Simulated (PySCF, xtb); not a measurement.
BFH2S, SMILES FBS.

GFN2-xTB in xtb at its own geometry gives an orbital gap of 4.51 eV and a dipole moment of 2.18 D.

Coordinates come from a B3LYP-D3(BJ)/def2-TZVP optimisation. Other conformers were not sampled.

Problem. What does PySCF with M06-2X/def2-TZVPD give? (The exact figures need the calculation; the answer reports its results.)

Solution. gap 9.49 eV (levels -9.52 and -0.03 eV), dipole 1.63 D.
